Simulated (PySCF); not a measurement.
# Computed vibrations of [PrF4]−

[PrF4]− (singlet in the valence; each metal's 4f electrons, 2 of them, lie in its core potential, out of spins and levels). PySCF 2.14.0, RKS PBE0, Pr lcecp-1-SVP with ECP48, F def2-SVP; non-relativistic Hamiltonian with scalar-relativistic core potentials where named; density fitting; no spin-orbit coupling. Central differences of gradients.

```xyz
5

Pr    0.0000    0.0000    0.0000
F     1.2475    1.2475    1.2475
F    -1.2475   -1.2475    1.2475
F     1.2475   -1.2475   -1.2475
F    -1.2475    1.2475   -1.2475
```

Run from Python with OMP_NUM_THREADS=2. Where DIIS fails, smearing, a level shift and second-order steps follow.
It took 10 s on 2 threads of Arm Neoverse V2, on a shared host.

(1) What are the harmonic wavenumbers and infrared intensities?

(2) Is this a minimum?

An lcecp potential fixes the number of 4f electrons, so in runs with it no electron can move into or out of that shell.

## Answers

(1) Modes are labelled in Td; negative numbers are unstable modes, those under 60 cm⁻¹ near the noise; a finer grid moves soft modes by up to 10 cm⁻¹.
```tsv
cm⁻¹	km/mol	symmetry
102	0.0	e
102	0.0	e
111	36.5	t2
111	36.5	t2
111	36.5	t2
485	156.7	t2
485	156.7	t2
485	156.7	t2
505	0.0	a1
```

(2) Yes. Ideal gas at 298.15 K and 1 bar: S = 362.0 J/(mol K), Cp = 95.2 J/(mol K), H − H(0 K) = 21.8 kJ/mol (rigid rotor, harmonic modes, spin degeneracy alone, that of the 4f electrons in the core included).
